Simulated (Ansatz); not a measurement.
`OC(c1ccsc1)(C(F)(F)F)C(F)(F)F`, charge 0, multiplicity 1.

Problem. Give a relaxed structure at PBE0-D4/def2-TZVP (the Gaussian-basis code of Ansatz). (Best estimate.)

Solution. The calculation gave: 
Z-matrix (Å, degrees):
```
C
O 1 1.396
C 1 1.552 2 107.4
C 1 1.548 2 104.7 3 118.6
C 1 1.510 2 112.4 3 -122.4
H 2 0.963 1 108.0 3 65.3
F 3 1.341 1 108.1 2 -64.2
F 3 1.332 1 113.5 2 176.3
F 3 1.326 1 112.0 2 53.9
F 4 1.334 1 110.8 2 -178.0
F 4 1.328 1 112.3 2 -57.2
F 4 1.329 1 109.7 2 62.7
C 5 1.367 1 121.1 2 -13.0
C 5 1.421 1 126.8 2 169.0
S 13 1.697 5 111.7 1 -178.9
H 13 1.079 5 127.5 1 -1.2
C 14 1.361 5 112.2 1 178.7
H 14 1.079 5 124.5 1 -1.0
H 17 1.079 14 127.8 5 179.6
```
This is one stationary point; other conformers may exist.
